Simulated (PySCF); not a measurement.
**Re²⁺ (rhenium, charge +2) across methods**

[Xe] 4f14 5d4 6s1, high-spin 6D determinant (an excited configuration). Computed with PySCF 2.14 in aug-cc-pVQZ-PP with ECP60MDF (7s7p6d4f3g2h, 135 functions), with a scalar-relativistic core potential.

| method | E (hartree) | mean ε 5p β (eV) | mean ε 5d α (eV) | mean ε 6s α (eV) | Σ⟨r²⟩ (bohr²) | ⟨S²⟩ |
| --- | --- | --- | --- | --- | --- | --- |
| LDA | -77.3044 | -64.498 | -24.903 | -22.382 | 34.28 | 8.750 |
| UHF | -76.94394 | -72.621 | -30.804 | -24.793 | 34.27 | 8.754 |
| r2SCAN | -77.5362 | -65.331 | -25.411 | -22.373 | 33.97 | 8.752 |
| PW91 | -77.5495 | -64.619 | -24.973 | -22.184 | 34.12 | 8.751 |
| PBEsol | -77.3861 | -64.411 | -24.867 | -22.184 | 34.15 | 8.751 |
| PBE0 | -77.4854 | -66.879 | -26.562 | -22.910 | 34.06 | 8.751 |
| r2SCAN0 | -77.4924 | -67.387 | -26.928 | -23.153 | 33.96 | 8.752 |

(1) Estimate the same row for PBE.

Energies and moments cover only the electrons outside the core potential. Spin-orbit coupling, absent here, splits the open shell strongly.

## Answers

(1) E (hartree) = -77.5131; mean ε 5p β (eV) = -64.530; mean ε 5d α (eV) = -24.911; mean ε 6s α (eV) = -22.104; Σ⟨r²⟩ (bohr²) = 34.13; ⟨S²⟩ = 8.751.
